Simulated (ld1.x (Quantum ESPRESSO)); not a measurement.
**An all-electron radial function and its pseudo partner (Zr)**

Columns: radius, all-electron u(r) and pseudo u(r) of the 4p shell (level -32.82 eV) of zirconium in the configuration [Ar] 3d10 4s2 4p6 4d2 5s1.75 5p0.25; LDA (PZ), scalar-relativistic, PAW scheme, ld1.x (Quantum ESPRESSO) 7.5.

```
r (bohr)  all-electron  pseudo
   0.132        0.1897  0.0268
   0.265       -0.4049  0.1045
   0.398       -0.4451  0.2232
   0.530       -0.1080  0.3664
   0.663        0.2982  0.5188
   0.795        0.6232  0.6601
   0.928        0.8346  0.7770
   1.060        0.9393  0.8565
   1.193        0.9640  0.8943
   1.325        0.9341  0.8904
   1.458        0.8705  0.8503
   1.590        0.7899  0.7842
   1.723        0.7021  0.7022
   1.855        0.6154  0.6162
   1.988        0.5327  0.5328
   2.120        0.4575  0.4575
   2.252        0.3901  0.3901
   2.385        0.3304  0.3304
   2.518        0.2784  0.2784
   2.650        0.2341  0.2341
   2.782        0.1962  0.1962
   2.915        0.1638  0.1638
   3.048        0.1364  0.1364
   3.180        0.1135  0.1135
   3.312        0.0943  0.0943
   3.445        0.0781  0.0781
```

Task: How many radial nodes do the two functions have?

Result: The all-electron 4p function has n − l − 1 = 2; the pseudo-wave has 0, since the states of the same l below it are removed with the core.

Task: At about which radius was the pseudo-wave matched?

Result: 2.10 bohr, where the columns begin to agree (steps of 0.13 bohr).

Task: Is the pseudo-wave norm-conserving?

Result: No, it belongs to a PAW set: the norm inside the radius is not constrained, and the difference is carried by the augmentation charge.
